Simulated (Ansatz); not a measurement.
A nudged elastic band was laid between two geometries of FH$_{3}$O$_{3}$Si (8 atoms, charge 0, multiplicity 1).

These are results of RKS B3LYP/def2-mTZVP in Ansatz 0.2.0, not measurements.

```
movable images  : 7
climbing image  : yes
spring          : 5.0 eV/Å²
optimiser       : quadratic models (default)
start path      : through a guess of the saddle point
force threshold : 0.03 eV/Å
iteration limit : 60
end points      : relaxed
```

First end point:

```xyz
8
Properties=species:S:1:pos:R:3
Si 0.163 0.008 0.068
F 1.203 -1.171 -0.287
O -1.192 -0.306 -0.804
H -1.202 -1.108 -1.339
O 0.773 1.474 -0.296
O -0.073 0.046 1.680
H 0.573 1.840 -1.164
H -0.245 -0.783 2.141
```

Last end point:

```xyz
8
Properties=species:S:1:pos:R:3
Si 0.126 0.569 -0.097
F -0.591 -2.398 0.132
O -0.347 -0.293 -1.277
H -0.575 -1.745 -0.587
O 0.525 2.134 -0.118
O 0.313 0.047 1.416
H 0.460 2.585 -0.971
H 0.088 -0.900 1.503
```

Task: Which bonds break or form, and what moves?

Result: Bonds broken: Si1–F2, O3–H4. Bonds formed: F2–H4. FH3O3Si becomes FH + H2O3Si.

Task: What energy profile does the band end with?

Result: It converged. The highest image is number 4 of 0 to 8, 263.2 kJ/mol above the first end and 21.4 kJ/mol above the last; the last end lies 241.8 kJ/mol above the first. Neighbouring images differ by up to 1.5 eV, so the band resolves the path poorly. A vibrational analysis at the climbing image gives one clearly imaginary mode, 149i cm⁻¹: a first-order saddle point. The orbitals stay closed-shell, which can raise the energy where a bond breaks towards radicals; this wasn't checked here.

```json
{"image": "0", "path coordinate (Å)": "0.00", "energy (kJ/mol)": "0.0", "Si1–F2 (Å)": "1.61", "O3–H4 (Å)": "0.96", "F2–H4 (Å)": "2.63"}
{"image": "1", "path coordinate (Å)": "0.41", "energy (kJ/mol)": "6.1", "Si1–F2 (Å)": "1.62", "O3–H4 (Å)": "0.97", "F2–H4 (Å)": "2.32"}
{"image": "2", "path coordinate (Å)": "0.82", "energy (kJ/mol)": "57.3", "Si1–F2 (Å)": "1.67", "O3–H4 (Å)": "0.99", "F2–H4 (Å)": "1.78"}
{"image": "3", "path coordinate (Å)": "1.22", "energy (kJ/mol)": "204.3", "Si1–F2 (Å)": "1.91", "O3–H4 (Å)": "1.18", "F2–H4 (Å)": "1.33"}
{"image": "4", "path coordinate (Å)": "1.63", "energy (kJ/mol)": "263.2", "Si1–F2 (Å)": "2.19", "O3–H4 (Å)": "1.60", "F2–H4 (Å)": "1.00"}
{"image": "5", "path coordinate (Å)": "2.65", "energy (kJ/mol)": "257.2", "Si1–F2 (Å)": "3.12", "O3–H4 (Å)": "1.65", "F2–H4 (Å)": "0.96"}
{"image": "6", "path coordinate (Å)": "3.67", "energy (kJ/mol)": "253.2", "Si1–F2 (Å)": "3.57", "O3–H4 (Å)": "1.62", "F2–H4 (Å)": "0.96"}
{"image": "7", "path coordinate (Å)": "4.68", "energy (kJ/mol)": "249.0", "Si1–F2 (Å)": "3.41", "O3–H4 (Å)": "1.61", "F2–H4 (Å)": "0.96"}
{"image": "8", "path coordinate (Å)": "5.70", "energy (kJ/mol)": "241.8", "Si1–F2 (Å)": "3.06", "O3–H4 (Å)": "1.62", "F2–H4 (Å)": "0.97"}
```

Task: What is the geometry of the highest image?

Result: 
```xyz
8
Properties=species:S:1:pos:R:3
Si -0.193 0.294 0.152
F 0.669 -1.453 -0.847
O -1.394 -0.259 -0.654
H -0.297 -1.344 -1.091
O 0.786 1.514 -0.267
O 0.129 0.045 1.720
H 0.700 1.837 -1.174
H -0.400 -0.633 2.161
```

The band took 22 iterations and of the order of 5 core-minutes.

The run took 2.4 min on 2 threads of AMD EPYC 9B45 (Zen 5), on a shared host, peak memory 0.28 GiB.
